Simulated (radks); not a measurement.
These are the eigenvalues of the occupied orbitals of an atom or ion with whole-number occupations (Ry). All-electron calculation, scalar-relativistic Kohn-Sham, PBE, spin-polarised, spherical densities, finite nucleus; Fermi nuclear charge, rms radius of each element as measured or else 0.836 A^(1/3) + 0.57 fm. Program: a radial shooting solver on a logarithmic mesh with Libxc functionals.

1s up: -6629.452
1s down: -6629.449
2s up: -1314.211
2s down: -1314.013
2p up: -1150.022
2p down: -1149.859
3s up: -429.2712
3s down: -429.1712
3p up: -381.9482
3p down: -381.8361
3d up: -334.8846
3d down: -334.7175
4s up: -196.6277
4s down: -196.0956
4p up: -179.1785
4p down: -178.6552
4d up: -160.6045

Which element is it, and in what charge state? The configuration may be excited. Open shells, if any, are filled with parallel spins first.

Answer. Z = 82, lead, charge +44: Pb44+ in [Kr] 4d2. The list shows which subshells hold electrons but not how many an open one holds; the 1s level, -3314.7 hartree, gives Z - s = 81.4 by -(Z - s)^2/2, which with screening and relativity narrows Z to a few neighbours, and the depths of the outer levels then fix element, charge and occupations together.
